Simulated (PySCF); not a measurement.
# How methods differ on the ionisation energy of Ta

Ta [Xe] 4f14 5d3 6s2 [5d3/2^3, M_J = 3/2] → Ta⁺ [Xe] 4f14 5d3 6s1 [5d3/2^3 6s1/2^1, M_J = 1], as a difference of total energies. Computed with PySCF 2.14 in x2c-TZVPall-2c, with the two-component X2C-1e Hamiltonian. "Screened" scales the spin-orbit matrix elements by Boettger's factors to mimic the two-electron term; Breit and QED terms are absent.

| method | ionisation energy (eV) | error (eV) |
| --- | --- | --- |
| GHF (spin-free) | 5.790 | -1.760 |
| GHF (screened spin-orbit) | 5.788 | -1.762 |

Reference: 7.550 eV (measured; NIST Atomic Spectra Database, ionization energies).

The spin-free rows relax to the high-spin LS determinant and lack the spin-orbit shift.

Errors of the correlated levels include the incompleteness of this basis and the frozen core.

The labels give the starting determinants; with spin-orbit coupling the two ends relaxed to ⟨J²⟩ = 6.05, ⟨L²⟩ = 11.95, ⟨S²⟩ = 3.79 and ⟨J²⟩ = 5.39, ⟨L²⟩ = 11.99, ⟨S²⟩ = 6.02.

The determinant of Ta and of Ta⁺ mixes levels of different J (the jj label is only the starting occupation), so the difference between spin-free and spin-orbit rows is not the physical spin-orbit shift.
